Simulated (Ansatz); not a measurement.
Cost and result for the atomization energy of C$_{4}$H$_{8}$Ge, SMILES `[CH3][GeH2][C]1=CC1` (13 atoms, 13 bonds).

```xyz
13

C    -0.881   -0.658   -1.953
Ge   -0.553    0.831   -0.735
C     0.270    0.176    0.875
C     0.241   -0.592    1.918
C     1.483    0.208    1.787
H    -1.361   -0.303   -2.866
H    -1.531   -1.392   -1.476
H     0.060   -1.142   -2.215
H    -1.879    1.522   -0.365
H     0.390    1.865   -1.374
H    -0.290   -1.318    2.510
H     1.642    1.074    2.430
H     2.408   -0.271    1.462
```

The species carries charge 0 and has multiplicity 1. Correlated methods include outer-core shells of Ge, which these sets cover unevenly. Scalar relativity is left out up to krypton. Geometry: relaxed with PBE0-D4/def2-TZVP. It is one conformer, not always the lowest. Program: Ansatz. All runs use 2 threads of an AMD EPYC 7R13 on a shared host and a share of an NVIDIA H100 80 GB. Times are those of one run each, without the atoms' runs, and a repeat can differ threefold. Electronic energies, without spin–orbit coupling; frozen cores. CCSD(T)/CBS adds CCSD(T) − MP2 in def2-TZVPP to the MP2 limit, and its time is that of the two runs behind it. T1 = 0.011. With those shells the extrapolation isn't a true limit. B3LYP takes the VWN-RPA correlation (the form of Gaussian; ORCA's B3LYP/G).

CCSD(T)/CBS is a level of theory with its own doubt, some kJ/mol a heavy atom from the limit and from the frozen cores, so smaller differences don't rank the functionals.

```tsv
level	functions	wall time	atomization (kcal/mol)	difference from CCSD(T)/CBS	per bond
PBE0-D4/def2-TZVPP	284	1.4 s	1176.2	8.1	0.6
B3LYP-D4/def2-TZVPP (with forces)	284	1.9 s	1165.8	-2.3	-0.2
B2PLYP/def2-TZVPP	284	2 s	1156.3	-11.8	-0.9
r2SCAN-D4/def2-TZVPP (with forces)	284	2.2 s	1172.3	4.2	0.3
ωB97X-V/def2-TZVPP	284	2.4 s	1171.2	3.1	0.2
ωB97M-V/def2-TZVPP (with forces)	284	2.8 s	1168.2	0.1	0.0
PBE-D4/def2-TZVPP (with forces)	284	3.3 s	1191.9	23.8	1.8
CCSD(T)/def2-TZVPP	284	4.3 s	1144.5	-23.6	-1.8
MP2/def2-QZVPP	557	6.5 s	1172.5	4.4	0.3
CCSD(T)/CBS(def2)	–	11 s	1168.1	0.0	0.0
```

In def2-TZVPP, CCSD(T) changes the Hartree–Fock value by +283.6 kcal/mol (the triples alone add +17.3 kcal/mol) and MP2 by +297.9 kcal/mol; breaking electron pairs costs correlation energy, which Hartree–Fock lacks. The D4 term adds +9.6 kcal/mol with B3LYP and +5.1 kcal/mol with PBE0; it sums over pairs of atoms, weighted by their polarisabilities, and B3LYP, whose exchange is more repulsive, gets the larger term. From PBE to PBE0 (25 % exact exchange), in def2-TZVPP and without D4, the atomization energy moves by −14.8 kcal/mol: exact exchange takes away binding that semilocal exchange gives to molecules.
